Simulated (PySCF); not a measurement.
SMILES BCCC#N (C3H6BN) (GFN2-xTB optimised geometry):

```
11

B      1.996    -0.562    -1.233
C      0.435    -0.454    -1.133
C     -0.112     0.432     0.000
C     -1.552     0.432     0.000
N     -2.695     0.408    -0.027
H      2.457    -1.201    -2.096
H      2.695    -0.024    -0.467
H      0.030    -0.098    -2.086
H      0.019    -1.462    -1.023
H      0.234     1.462    -0.122
H      0.234     0.066     0.971
```

Computed with PySCF with PBE0/def2-TZVP.

Task: What are the frontier orbital energies and the dipole moment?

Result: HOMO-2 -9.79 eV, HOMO-1 -9.36 eV, HOMO -9.18 eV, LUMO -1.92 eV, LUMO+1 0.55 eV; dipole moment 3.67 D.

Meta-Löwdin charges at PBE0/def2-TZVP: B1 0.04, C2 -0.31, C3 -0.22, C4 0.11, N5 -0.24, H6 0.02, H7 0.01, H8 0.15, H9 0.15, H10 0.15, H11 0.15.
